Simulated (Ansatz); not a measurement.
# Relaxing a trial structure of C2H7GeN

The starting geometry of this gas-phase singlet was optimised with GFN2-xTB; its bonds are those of `N/C=[CH]\[GeH3]`.

```xyz
11

C    -1.1134   -1.2938    2.0546
C    -1.4322   -0.3610    1.1519
Ge   -0.3330    0.1089   -0.3651
N    -0.0020   -2.0954    1.9914
H     0.7142   -1.7770    1.3541
H     0.3415   -2.4786    2.8565
H    -1.7758   -1.5231    2.8824
H    -2.3762    0.1495    1.2655
H    -0.0721   -1.0406   -1.2923
H     1.0277    0.6015    0.0475
H    -0.9689    1.1986   -1.1606
```

Problem. Where would you expect an optimisation with B3LYP-D3(BJ)/def2-SVP to take it?

Solution. It keeps its bonds, and is `N/C=[CH]\[GeH3]`.

The energy falls by 0.13 eV over 20 steps:

```tsv
step	E − E(last) (eV)
1	0.125
3	0.024
5	0.019
7	0.016
9	0.008
12	0.002
14	0.000
16	0.000
18	0.000
20	0.000
```

Final geometry (Å):

```tsv
atom	x (Å)	y (Å)	z (Å)
C	-1.0912	-1.3257	2.0239
C	-1.4837	-0.5030	1.0252
Ge	-0.3753	0.0886	-0.4440
N	0.1232	-1.9589	2.1697
H	0.8993	-1.6240	1.6076
H	0.3863	-2.2461	3.1041
H	-1.8046	-1.5851	2.8169
H	-2.5168	-0.1476	1.0571
H	-0.5467	-0.7716	-1.7188
H	1.1219	0.0103	-0.0446
H	-0.7028	1.5520	-0.8111
```

Frequencies at the end are all real (lowest 83 cm⁻¹). Run with Ansatz 0.2.0, 30 s on 2 threads of AMD EPYC 9R45 96-Core Processor (Zen 5), with other jobs on the host.
